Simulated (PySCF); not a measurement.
## Working out the ionisation energy of Sb⁺

Sb⁺ [Kr] 4d10 5s2 5p2 (3P) → Sb²⁺ [Kr] 4d10 5s2 5p1 (2P). All numbers are calculated (PySCF 2.14, scalar relativity through the core potential, in cc-pVTZ-PP with ECP28MDF (5s4p3d1f, 39 functions)). Frozen: 4s2 4p6 4d10. Energies in hartree (1 hartree = 27.21139 eV):

```
            part  Sb⁺ (lower)  Sb²⁺ (upper)
             UHF  -238.961838   -238.373719
CCSD correlation    -0.058853     -0.045912
             (T)    -0.001401     -0.000602
```

What does Hartree-Fock give?

(-238.373719) − (-238.961838) = 0.588119 hartree = 16.004 eV.

What do CCSD and CCSD(T) give?

The CCSD correlation energies differ by 0.012941 hartree = 0.352 eV and the triples by 0.000799 hartree = 0.022 eV, so CCSD gives 16.356 eV and CCSD(T) 16.378 eV.

Reference: 16.626 ± 0.025 eV (measured; NIST Atomic Spectra Database, ionization energies), between the lowest levels; spin-orbit coupling is absent from the calculation.

What remains against the reference includes basis incompleteness, the frozen core and higher excitations.
